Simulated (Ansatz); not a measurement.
NbB7. Total charge 0; triplet. Geometry PBE-D4/def2-SVP; atoms count from 1.

| atom | x (Å) | y (Å) | z (Å) |
| --- | --- | --- | --- |
| Nb1 | -1.327 | 0.436 | -0.056 |
| B2 | 0.878 | 0.887 | -0.034 |
| B3 | 0.588 | -0.803 | 0.691 |
| B4 | -0.108 | 1.870 | 0.979 |
| B5 | -0.145 | -1.691 | -0.454 |
| B6 | 0.504 | 0.546 | 1.592 |
| B7 | 0.543 | -0.269 | -1.092 |
| B8 | -0.934 | -0.976 | -1.625 |

In the def2 sets Nb takes a core potential; there is no spin–orbit coupling. At PBE0-D4/def2-TZVP a singlet of charge 0 lies 0.73 eV below the triplet, each at its own geometry. The structure comes from a short search, and lower isomers may exist.

(1) Estimate the Mulliken populations from the PBE0/def2-TZVP orbitals of Ansatz.

(2) Where does the spin sit?

(3) And the Mayer bond orders between heavy atoms (over 0.3)?

Answers

(1) 
| atom | charge (e) | spin (α − β) | d electrons |
| --- | --- | --- | --- |
| Nb1 | 0.59 | 0.78 | 3.45 |
| B2 | -0.01 | 0.12 | – |
| B3 | -0.11 | 0.14 | – |
| B4 | -0.23 | 0.43 | – |
| B5 | 0.00 | -0.01 | – |
| B6 | 0.00 | -0.01 | – |
| B7 | -0.01 | 0.12 | – |
| B8 | -0.23 | 0.43 | – |
Mulliken values depend strongly on the basis.

(2) Summed by element: Nb 0.78, B 1.22, of 2 unpaired in all. Largest on single atoms: Nb1 0.78, B8 0.43, B4 0.43.

(3) Nb1–B2 0.61 (2.25 Å); Nb1–B3 0.56 (2.40 Å); Nb1–B4 1.21 (2.15 Å); Nb1–B5 0.53 (2.47 Å); Nb1–B6 0.53 (2.47 Å); Nb1–B7 0.61 (2.25 Å); Nb1–B8 1.21 (2.15 Å); B2–B3 0.46 (1.86 Å); B2–B4 0.75 (1.72 Å); B2–B6 0.68 (1.70 Å); B2–B7 0.89 (1.60 Å); B3–B5 0.88 (1.62 Å); B3–B6 0.88 (1.62 Å); B3–B7 0.46 (1.86 Å); B4–B6 1.22 (1.58 Å); B5–B7 0.68 (1.70 Å); B5–B8 1.22 (1.58 Å); B7–B8 0.75 (1.72 Å).
